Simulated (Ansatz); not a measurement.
Species: sum formula BNH₂ (charge -1, doublet). 
Geometry from a B3LYP-D3(BJ)/def2-TZVP (Ansatz, a quantum-chemistry and plane-wave program) optimisation:
```xyz
4

B      0.6158     0.4249     0.0306
N     -0.4956    -0.3290    -0.0241
H      1.7714     0.0102     0.0435
H     -1.3813     0.1686    -0.0274
```
Charge -1, spin multiplicity 2.

Basis-set convergence of Hartree-Fock and CCSD(T) correlation energies (hartree) with Ansatz. Valence correlation only, unless marked. UHF or UKS for open shells. Spin-orbit coupling is left out. Non-relativistic.

```csv
basis,functions,E(HF),"E(corr, CCSD(T))"
aug-cc-pVDZ,64,-80.25176,-0.30230
aug-cc-pVTZ,138,(withheld),(withheld)
```

Question: Some entries are withheld; supply them.

Answer: 
- aug-cc-pVTZ, E(HF): -80.26958
- aug-cc-pVTZ, E(corr, CCSD(T)): -0.35374
